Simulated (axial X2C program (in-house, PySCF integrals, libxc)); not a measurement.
# Potential curves of ZrSe, 2c

Calculated with an axial X2C code built on PySCF integrals. Two-component (2c) means X2C with spin–orbit coupling and atomic mean-field two-electron Coulomb and Gaunt terms. Basis: Zr dyall-cv3z [11s12p9d6f3g], Se dyall-cv3z [8s9p6d4f1g] (cores contracted in-house); Gaussian nuclei, density fitting, unrestricted open shells. Masses: Zr 89.905 u, Se 79.917 u.

State: Ω = 1 (⟨Sz⟩ = -1.00, ⟨Lz⟩ = 2.00 at PBE0). Energies in eV from the lowest point of each curve. Fits are polynomials in 1 − R0/R over 0.85 to 1.23 times the lowest point R0.

```tsv
R (Å)	PBE0
2.0175	1.4099
2.1103	0.5822
2.1799	0.2278
2.2494	0.0470
2.3190	0.0000
2.4002	0.0731
2.4813	0.2463
2.5857	0.5674
2.7132	1.0437
2.8987	1.7846
```

The state is a single determinant with fixed occupations, the lowest that a limited PBE0 search found. Density functionals use the spin component along the axis (collinear). Other states lie close and PBE0, whose exact exchange favours high spin, may order them wrongly; the determinant shown need not be the ground state. The nearest other 2c determinant of the search, Ω = 3, lies 0.08 eV up at the distance of the search. The functionals have no current-density term, which raises determinants with orbital currents, atoms included. With several unpaired electrons one determinant need not be a pure state. The determinant is spin-polarised beyond a pure state at some levels (its spin-free form has ⟨S²⟩ too high), which makes Re and μ there less reliable.

Task: Fit the PBE0 curve near its minimum: give the equilibrium distance and the harmonic wavenumber.

Result: At PBE0, 2c: Re = 2.313 Å, ωe ≈ 373 cm⁻¹; Be follows as 0.0745 cm⁻¹.
